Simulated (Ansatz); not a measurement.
Program: Ansatz 0.2.0.

A structure relaxed at PBE0-D4/def2-TZVP, charge 0, multiplicity 1:

Cartesian coordinates in Å:
```
C -1.884 -1.040 -1.139
S -1.178 0.278 -0.118
B 0.517 -0.090 0.072
Ge 1.667 1.201 1.187
H -2.305 -0.600 -2.043
H -2.679 -1.533 -0.580
H -1.111 -1.760 -1.400
H 0.977 -1.068 -0.439
H 2.824 1.761 0.337
H 0.869 2.393 1.744
H 2.304 0.459 2.379
```

(1) Give its formula and SMILES.

(2) Point group (tolerance 0.08 Å, 0.16 Å for H)?

(3) Summarise the bond lengths by kind.

## Answers

(1) CH7BGeS, `CS[BH][GeH3]`.

(2) Cs.

(3) 1 × C–S 1.811 Å; 3 × C–H 1.088 to 1.090 Å; 1 × B–S 1.745 Å; 1 × B–Ge 2.057 Å; 1 × B–H 1.195 Å; 3 × Ge–H 1.539 to 1.541 Å.
